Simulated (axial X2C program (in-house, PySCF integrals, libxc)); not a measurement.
**GaC along the bond: PBE0, with spin–orbit coupling**

All values were computed with an in-house all-electron X2C program for linear molecules (integrals from PySCF). Two-component (2c) means X2C with spin–orbit coupling and atomic mean-field two-electron Coulomb and Gaunt terms. Basis: Ga dyall-cv3z [9s9p7d4f1g], C dyall-v3z [7s6p2d1f] (cores contracted in-house); Gaussian nuclei, density fitting, unrestricted open shells. Masses: Ga 68.926 u, C 12.000 u.

State: Ω = 3/2 (⟨Sz⟩ = 1.50, ⟨Lz⟩ = 0.00 at PBE0). Dipoles are positive if C is the positive end.

| R (Å) | μ (D) | HOMO (eV) | LUMO (eV) |
| --- | --- | --- | --- |
| 1.742 | -1.408 | -6.47 | -3.04 |
| 1.822 | -1.600 | -6.50 | -2.87 |
| 1.882 | -1.770 | -6.52 | -2.76 |
| 1.942 | -1.959 | -6.53 | -2.66 |
| 2.002 | -2.166 | -6.53 | -2.57 |
| 2.072 | -2.426 | -6.51 | -2.48 |
| 2.142 | -2.700 | -6.49 | -2.41 |
| 2.232 | -3.066 | -6.41 | -2.34 |
| 2.342 | -3.521 | -6.18 | -2.30 |
| 2.502 | -4.171 | -5.89 | -2.29 |

Q: The minimum lies at 1.995 Å. What is the dipole moment there, and its slope?

A: At PBE0, 2c, with the sign and origin stated: μ = -2.14 D, dμ/dR = -3.55 D/Å.

Occupations by symmetry block were frozen at the best pattern of an incomplete PBE0 search. Density functionals use the spin component along the axis (collinear). With several unpaired electrons one determinant need not be a pure state. This is the top spin component of a Σ state; components of lower Ω are not single determinants and can lie lower.
